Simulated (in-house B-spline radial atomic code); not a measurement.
Radial electron density of Rb XI (Rb10+), [Ar] 3d9. Level of theory: Dirac-Kohn-Sham B97-1, spherical fractional occupations, Fermi nucleus of rms radius 4.2036 fm; calculated with a radial B-spline atomic code at the basis-set limit.

Caution: exact exchange at fractional occupations of open shells leaves self-interaction of up to several eV.

Columns: r (bohr), 4πr²n(r) (electrons per bohr), bar.

```
 0.00152    1.151 #
 0.00181    1.577 #
 0.00215    2.143 ##
 0.00255    2.889 ##
 0.00303    3.887 ###
  0.0036    5.193 ####
 0.00428    6.891 ######
 0.00508    9.035 #######
 0.00604    11.75 #########
 0.00717    15.03 ############
 0.00852    18.97 ###############
  0.0101    23.43 ###################
   0.012     28.4 #######################
  0.0143    33.65 ###########################
   0.017    38.58 ###############################
  0.0202    42.71 ##################################
   0.024    45.46 ####################################
  0.0285    46.37 #####################################
  0.0338    45.37 ####################################
  0.0402    42.85 ##################################
  0.0478    39.98 ################################
  0.0568    38.35 ###############################
  0.0674    39.38 ################################
  0.0801    43.49 ###################################
  0.0952    49.41 ########################################
   0.113    54.23 ###########################################
   0.134    54.93 ############################################
    0.16    49.92 ########################################
    0.19    41.38 #################################
   0.225    33.82 ###########################
   0.268    30.97 #########################
   0.318    33.36 ###########################
   0.378    37.02 ##############################
   0.449    36.94 ##############################
   0.534    31.02 #########################
   0.634    21.43 #################
   0.753    11.95 ##########
   0.895     5.27 ####
    1.06    1.847 #
    1.26   0.4785 
     1.5  0.08773 
    1.78  0.01122
```

On this grid the curve has 3 maxima, near 0.0285, 0.134, 0.378 bohr.

The 3d3/2 radial function P(r) = rR(r), positive near the nucleus, with its small component Q(r) (sign convention: Q ≈ (P' + κP/r)/2c):

| r (bohr) | P | Q |
| --- | --- | --- |
| 0.012 | 0.001657 | 0.002218 |
| 0.017 | 0.004289 | 0.004118 |
| 0.024 | 0.01083 | 0.007387 |
| 0.0338 | 0.02646 | 0.0127 |
| 0.0478 | 0.06284 | 0.02087 |
| 0.0674 | 0.1402 | 0.03181 |
| 0.0952 | 0.2911 | 0.04414 |
| 0.134 | 0.5435 | 0.05384 |
| 0.19 | 0.9007 | 0.05557 |
| 0.268 | 1.255 | 0.0459 |
| 0.378 | 1.426 | 0.02793 |
| 0.534 | 1.262 | 0.01064 |
| 0.753 | 0.8221 | 0.0008999 |
| 1.06 | 0.3597 | -0.001405 |
| 1.5 | 0.08763 | -0.0006691 |
